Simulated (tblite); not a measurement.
Compound: C5H3NO (charge +1 and doublet state).
Bonds: N1–C2 (triple), C2–C3, C3–C4, C4–C5, C5–C6 (double), C6–O7, C3–O7. Hydrogens: H8 on C4; H9 on C5; H10 on C6.
Bond orders are those of one Lewis drawing.

Computed with GFN2-xTB (tblite), gas phase: L-BFGS steps from a force-field or distance-geometry start until the largest atomic force falls under 0.01 eV/Å.

Step 8: E = -506.7692 eV
```
atom  x, y, z in Å  |  force x, y, z in eV/Å
N1      3.1893   -0.1684   -1.0593   -0.081  -0.036  -0.001
C2      2.0813   -0.1844   -0.7511    0.124   0.017  -0.031
C3      0.7519   -0.1452   -0.3318    0.023   0.019   0.033
C4      0.1361    0.8037    0.5256   -0.042  -0.010  -0.014
C5     -1.1793    0.4018    0.6302   -0.004   0.026   0.035
C6     -1.2961   -0.7629   -0.1576   -0.022   0.001  -0.001
O7     -0.1510   -1.0741   -0.7180   -0.047   0.012   0.015
H8      0.6105    1.6513    0.9839    0.046   0.007  -0.008
H9     -1.9689    0.8621    1.1912   -0.043   0.050   0.046
H10    -2.1651   -1.3793   -0.3357    0.046  -0.086  -0.073
```

Step 9: E = -506.7701 eV
```
atom  x, y, z in Å  |  force x, y, z in eV/Å
N1      3.1886   -0.1699   -1.0601   -0.081  -0.029   0.000
C2      2.0809   -0.1837   -0.7509    0.109   0.003  -0.027
C3      0.7511   -0.1465   -0.3311    0.036   0.079   0.044
C4      0.1350    0.8053    0.5260   -0.015  -0.035  -0.017
C5     -1.1803    0.4021    0.6314    0.009   0.032   0.021
C6     -1.2972   -0.7623   -0.1572   -0.003  -0.011  -0.008
O7     -0.1510   -1.0736   -0.7181   -0.064   0.017   0.032
H8      0.6134    1.6527    0.9842    0.010  -0.034  -0.029
H9     -1.9692    0.8638    1.1924   -0.042   0.040   0.040
H10    -2.1625   -1.3833   -0.3392    0.040  -0.062  -0.056
```

Question: Estimate the geometry and energy of step 10. (The exact step hangs on the optimiser's Hessian estimate; all steps are aligned on step 9, rigid shifts and turns removed.)

Answer: E = -506.7711 eV, largest force 0.118 eV/Å
```
atom  x, y, z in Å  |  force x, y, z in eV/Å
N1      3.1877   -0.1723   -1.0615   -0.035  -0.023  -0.012
C2      2.0808   -0.1829   -0.7506    0.038  -0.011  -0.005
C3      0.7507   -0.1465   -0.3294    0.034   0.107   0.035
C4      0.1338    0.8069    0.5264    0.013  -0.044  -0.006
C5     -1.1816    0.4028    0.6333    0.002   0.034   0.007
C6     -1.2985   -0.7617   -0.1568    0.005  -0.018  -0.008
O7     -0.1521   -1.0725   -0.7175   -0.041   0.025   0.041
H8      0.6171    1.6536    0.9837   -0.028  -0.064  -0.042
H9     -1.9704    0.8668    1.1947   -0.020   0.018   0.021
H10    -2.1585   -1.3895   -0.3447    0.034  -0.023  -0.030
```

The energy changes by -0.0010 eV. The first-order estimate −F·Δx gives -0.0014 eV and the mean of the old and new forces, exact on a quadratic surface, -0.0010 eV. The step makes an angle of 59° with the force vector and moves no atom by more than 0.009 Å.

The cost below is that of the whole relaxation. Time: 0.17 s wall. Hardware: an Arm Neoverse N1 with one thread, on a shared host.
